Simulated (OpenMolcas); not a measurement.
## Lines of Xe4+: computed and rescaled rates

```json
{"Program": "OpenMolcas 26.06", "Method": "SS-CASPT2, IPEA 0.25 Eh, imaginary shift 0.1 Eh (closed shells correlated: 4d 5s)", "Basis": "ANO-R3 [8s7p5d4f3g2h]", "Scalar Hamiltonian": "X2C, finite nucleus", "Active space": "2 electrons in 3 orbitals (5p)", "State averaging": "2S+1 = 3 even, 3 roots; 2S+1 = 1 even, 6 roots", "Spin-orbit coupling": "RASSI with atomic mean-field integrals over the reference wave functions, term energies averaged over their components"}
```

Rates come from the transition moments of the reference wave functions (E1 and E2 in the length form). At fixed line strength A goes as λ^-3 for E1 and M1 and as λ^-5 for E2, so a rate at the computed wavelength can be rescaled to the measured one. Measured vacuum wavelengths follow from level energies in Saloman, J. Phys. Chem. Ref. Data 33, 765 (2004). Branching counts decays inside the model space alone, at computed energies, and the table is only a selection of the E2 and M1 lines, drawn from those between levels with measured partners whose computed energy lies within a factor of 1.5 of the measured one.

```json
{"Upper": "5s² 5p² ³P₂ [71 %]", "Lower": "5s² 5p² ³P₁", "Type": "M1", "λ computed (nm)": "2161", "λ measured (nm)": "2068", "A computed (s-1)": "9.48e-01", "A rescaled (s-1)": "1.08e+00", "Branching %": "93.1"}
{"Upper": "5s² 5p² ³P₁", "Lower": "5s² 5p² ³P₀", "Type": "M1", "λ computed (nm)": "1240", "λ measured (nm)": "1076", "A computed (s-1)": "8.61e+00", "A rescaled (s-1)": "1.32e+01", "Branching %": "100.0"}
{"Upper": "5s² 5p² ³P₂ [71 %]", "Lower": "5s² 5p² ³P₀", "Type": "E2", "λ computed (nm)": "788", "λ measured (nm)": "707.9", "A computed (s-1)": "6.97e-02", "A rescaled (s-1)": "1.19e-01", "Branching %": "6.8"}
{"Upper": "5s² 5p² ¹D₂ [71 %]", "Lower": "5s² 5p² ³P₂ [71 %]", "Type": "M1", "λ computed (nm)": "756.3", "λ measured (nm)": "700.1", "A computed (s-1)": "1.95e+01", "A rescaled (s-1)": "", "Branching %": "45.8"}
{"Upper": "5s² 5p² ¹D₂ [71 %]", "Lower": "5s² 5p² ³P₂ [71 %]", "Type": "E2", "λ computed (nm)": "756.3", "λ measured (nm)": "700.1", "A computed (s-1)": "2.22e-01", "A rescaled (s-1)": "", "Branching %": "0.5"}
{"Upper": "5s² 5p² ¹S₀", "Lower": "5s² 5p² ¹D₂ [71 %]", "Type": "E2", "λ computed (nm)": "624.2", "λ measured (nm)": "622.7", "A computed (s-1)": "2.79e+00", "A rescaled (s-1)": "2.82e+00", "Branching %": "1.4"}
{"Upper": "5s² 5p² ¹D₂ [71 %]", "Lower": "5s² 5p² ³P₁", "Type": "M1", "λ computed (nm)": "560.3", "λ measured (nm)": "523", "A computed (s-1)": "2.26e+01", "A rescaled (s-1)": "", "Branching %": "53.2"}
{"Upper": "5s² 5p² ¹S₀", "Lower": "5s² 5p² ³P₂ [71 %]", "Type": "E2", "λ computed (nm)": "342", "λ measured (nm)": "329.6", "A computed (s-1)": "1.11e+01", "A rescaled (s-1)": "", "Branching %": "5.4"}
{"Upper": "5s² 5p² ¹S₀", "Lower": "5s² 5p² ³P₁", "Type": "M1", "λ computed (nm)": "295.2", "λ measured (nm)": "284.3", "A computed (s-1)": "1.91e+02", "A rescaled (s-1)": "", "Branching %": "93.2"}
```

Spin-changing lines and M1 lines between different terms are not rescaled, since their strength hangs on the term gaps too.

The largest correction is for 5s² 5p² ³P₂ [71 %] → 5s² 5p² ³P₀ (E2): 6.97e-02 × (788 / 707.9)^5 = 1.19e-01 s-1, a factor of 1.71.

No measured rate stands beside these. Rescaling mends the energy factor alone: line strengths can still be far off where a level mixes with configurations outside the active space, and weak or spin-changing lines hang on small mixing coefficients that depend on the term gaps too, so rescaling need not improve them.

Term energies are means over components that CASPT2 splits; among the terms shown or strongly mixed into the levels shown the widest spread is 89 cm-1 (5s² 5p² ¹D). With the s shell closed, the reference lacks s² → p² mixing. Measured partners are found by configuration, term and J. A level has none where our copy of the source lacks it or the pairing is in doubt (some pairs that miss far off the trend of their configuration count as doubtful). Only configurations of the active space appear.

A share in square brackets marks a mixed level and gives the weight of the term that names it.
